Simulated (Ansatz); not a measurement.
Reaction (germylene loss): `[Cl][AlH][GeH3]` → `[AlH2][Cl]` + `[GeH2]`

Program: Ansatz. Geometries: PBE0-D4/def2-TZVP. ΔE: electronic, gas phase. CCSD(T)/CBS is the MP2 limit (def2-TZVPP, def2-QZVPP) plus CCSD(T) − MP2 in def2-TZVPP, frozen cores. This one scheme is used for every species. DFT in def2-TZVPP. B3LYP here is the variant with VWN-RPA as its local correlation; programs differ in this. HSE06 is defined as in plane-wave codes. For Ge outer-core shells are correlated without core-valence functions, which leaves a few kJ/mol of doubt a bond. Scalar relativity is left out up to krypton.

`[Cl][AlH][GeH3]`:

Cartesian coordinates in Å:
```
Cl -2.275 0.501 -1.784
Al -1.120 -0.663 -0.468
Ge 0.914 0.385 0.453
H -1.647 -2.123 -0.173
H 1.884 0.790 -0.672
H 0.569 1.665 1.237
H 1.675 -0.554 1.407
```

`[AlH2][Cl]`:

Cartesian coordinates in Å:
```
Al 0.062 0.021 -0.147
Cl -0.745 -0.256 1.769
H -0.903 -0.169 -1.377
H 1.586 0.404 -0.246
```

`[GeH2]`:

Cartesian coordinates in Å:
```
Ge 0.051 -0.322 -0.672
H 0.840 -0.471 0.705
H -0.891 0.794 -0.032
```

```tsv
level	ΔE (kcal/mol)	difference from CCSD(T)/CBS
LDA (SPW92)	58.0	10.0
PBE-D4	49.3	1.3
revPBE-D4	46.4	-1.6
BLYP-D4	41.6	-6.4
r2SCAN-D4	51.8	3.8
B97M-V	46.7	-1.3
PBE0-D4	51.0	3.0
B3LYP-D4	44.1	-3.9
r2SCANh-D4	51.9	3.9
r2SCAN0-D4	52.1	4.1
HSE06-D4	51.0	3.0
BHLYP-D4	46.1	-1.9
CAM-B3LYP-D4	46.0	-2.0
ωB97X-V	48.5	0.5
ωB97M-V	45.1	-2.9
B2PLYP	45.4	-2.6
PBE	48.0	0.0
revPBE	43.8	-4.2
BLYP	38.8	-9.2
r2SCAN	51.5	3.5
PBE0	49.7	1.7
r2SCANh	51.5	3.5
r2SCAN0	51.7	3.7
HSE06	49.8	1.8
BHLYP	43.8	-4.2
LC-ωPBE	51.6	3.6
RPA@PBE/def2-TZVPP	44.4	-3.6
HF/def2-SVP	40.0	-8.0
CCSD/def2-SVP	44.5	-3.5
CCSD(T)/def2-SVP	45.5	-2.5
HF/def2-TZVPP	39.4	-8.6
SCS-MP2/def2-TZVPP	47.4	-0.6
CCSD/def2-TZVPP	47.3	-0.7
CCSD(T)/def2-TZVPP	48.6	0.6
HF/def2-QZVPP	39.1	-8.9
MP2/def2-QZVPP	50.9	2.9
SCS-MP2/def2-QZVPP	47.1	-0.9
HF/CBS(def2)	39.1	-8.9
MP2/CBS(def2)	50.7	2.7
CCSD/CBS(def2)	46.7	-1.3
CCSD(T)/CBS	48.0	0
```

Largest T1 diagnostic among the species: 0.012.

The D4 term adds +2.2 kcal/mol with B3LYP and +1.2 kcal/mol with PBE0; it sums over pairs of atoms, weighted by their polarisabilities, and B3LYP, whose exchange is more repulsive, gets the larger term. At CCSD(T), def2-SVP lies −2.5 kcal/mol from the extrapolated value and def2-TZVPP +0.6 kcal/mol.
